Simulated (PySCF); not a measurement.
## Computed data sheet: `O=C([O-])C(F)(F)C(F)(F)C(F)(F)F`

C₄F₇O₂ (charge -1).
Cartesian coordinates in Å at the GFN2-xTB level; atoms count from 1:
```xyz
13
C4F7O2 angstrom
O      1.676    1.106   -1.106
C      1.927    0.116   -0.456
O      2.838   -0.310    0.207
C      0.583   -0.960   -0.493
F      0.269   -1.315   -1.780
F      0.827   -2.142    0.149
C     -0.665   -0.341    0.138
F     -1.730   -1.205    0.134
F     -0.447   -0.068    1.446
C     -1.164    0.967   -0.524
F     -2.484    1.117   -0.265
F     -0.580    2.045   -0.018
F     -1.055    0.991   -1.844
```

Structural features include: carboxylate, CF3 group and C–F bond.

**GFN2-xTB geometry**

* Point group of the GFN2-xTB geometry: C1
* Rotational constants A, B, C of the GFN2-xTB geometry: 1.149, 0.753, 0.643 GHz

**PBE0/pcSseg-1 ground state and GIAO shieldings, non-relativistic (PySCF)**

- HOMO energy: -2.31 eV
- LUMO energy: 4.91 eV
- HOMO–LUMO gap: 7.22 eV
- Lowest Hirshfeld atomic charge: -0.39 e on O1/O3
- Highest Hirshfeld atomic charge: +0.24 e on C10
- 13C chemical shifts (computed TMS as zero) by class: 153.1 (C2), 129.7 (C10), 125.3 (C4), 121.0 (C7) ppm
- Isotropic shieldings of nuclei other than C and H, by class: 40 (O1/O3), 259 (F11/F12/F13), 317 (F8/F9), 321 (F5/F6) ppm
- Mayer bond orders between heavy atoms: O1–C2 1.76, C2–O3 1.83, C2–C4 0.70, C4–F5 0.91, C4–F6 0.91, C4–C7 0.88, C7–F8 0.92, C7–F9 0.95, C7–C10 0.89, C10–F11 0.97, C10–F12 1.02, C10–F13 1.03

Monoisotopic mass of the ion (most abundant isotopes, electron mass counted): 212.9792 u.

With B = h/(8π²I), that is 505.379 GHz u Å² over I, the principal moments of inertia are 439.8, 671.1 and 785.5 u Å² (most abundant isotopes); the inertial defect Ic − Ia − Ib is -325.4 u Å² (zero for a rigid planar frame, negative otherwise). The rotational constants make it an asymmetric top with κ = (2B − A − C)/(A − C) = -0.57, nearer the prolate limit (−1).

The structure is a single GFN2-xTB conformer in the gas phase; no vibrational or solvent corrections. NMR classes are plain means over equivalent atoms (diastereotopic ones count apart unless rotation or inversion swaps them), as if these changed places fast; in this geometry the members of some classes differ. No diffuse functions stand in pcSseg-1, which bears on an anion's orbital energies.
